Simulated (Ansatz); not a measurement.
`FC1=NB[Se]1`, relaxed with RKS PBE0-D4/def2-TZVP in Ansatz from a PBE-D4/def2-SVP geometry. The force threshold is 0.005 eV/Å; the program also tests the step.

Total charge 0; spin multiplicity 1.

Start:

```xyz
6

F     1.925    1.018    0.549
C     0.796    0.427    0.223
N     0.270   -0.577    0.827
B    -0.852   -0.570   -0.120
Se   -0.319    0.993   -1.295
H    -1.820   -1.291   -0.184
```

**Question.** By how much does the energy fall, and how many steps does the optimiser take? (Estimate.)

**Answer.** Ansatz gave: 0.03 eV, in 6 steps.

**Question.** Which bonds change most? (Estimate.)

**Answer.** Ansatz gave: C2–Se5 from 1.966 to 1.933 Å; B4–H6 from 1.208 to 1.186 Å; F1–C2 from 1.315 to 1.300 Å; C2–N3 from 1.284 to 1.269 Å.

**Question.** Give the relaxed structure. (An estimate is asked.)

**Answer.** Computed: 
```xyz
6

F     1.904    1.007    0.545
C     0.788    0.427    0.216
N     0.269   -0.566    0.812
B    -0.853   -0.573   -0.118
Se   -0.306    0.986   -1.277
H    -1.803   -1.280   -0.179
```
